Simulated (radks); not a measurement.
Task: Species: the praseodymium ion Pr46+. Configuration: [Ne] 3s2 3p1. Method: Dirac Kohn-Sham, PBE, spin-unpolarised, spherical densities, finite nucleus; open shells are shared between the two j in proportion to 2j + 1; Fermi nuclear charge, rms radius 4.8919 fm; computed with a radial shooting solver on a logarithmic mesh with Libxc functionals.

Spin-orbit splittings of the eigenvalues, e(l+1/2) - e(l-1/2), with zeta = 2 splitting/(2l+1) and mean radii in bohr:

shell  occ.  splitting (eV)  zeta (eV)  <r> j=l-1/2  <r> j=l+1/2
2p        6           498.2      332.2      0.08460      0.09062
3p        1               ?          ?       0.2306       0.2395

Estimate the 3p splitting.

Result: 129.3 eV (zeta = 86.18 eV).
